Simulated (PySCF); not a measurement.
CH₃FOZn, SMILES C[O][Zn][F].

Geometry optimised at B3LYP-D3(BJ)/def2-SVP. The values are those of a single conformer.

These are ωB97X/def2-TZVPD (PySCF) values and carry that method's errors.

Symmetry labels are those of the subgroup Cs that the program uses (full group Cs).

Question: List the valence orbital energies around the gap with their symmetry. (The exact figures need the calculation; the answer reports its results.)

Answer: 
```
orbital  symmetry  energy (eV)
-------  --------  -----------
HOMO−7         A'       -15.26
HOMO−6         A"       -14.96
HOMO−5         A'       -14.54
HOMO−4         A'       -13.95
HOMO−3         A"       -13.13
HOMO−2         A'       -13.08
HOMO−1         A'       -10.76
HOMO           A"       -10.32
LUMO           A'         0.44
LUMO+1         A'         1.19
LUMO+2         A"         1.22
LUMO+3         A'         1.61
```
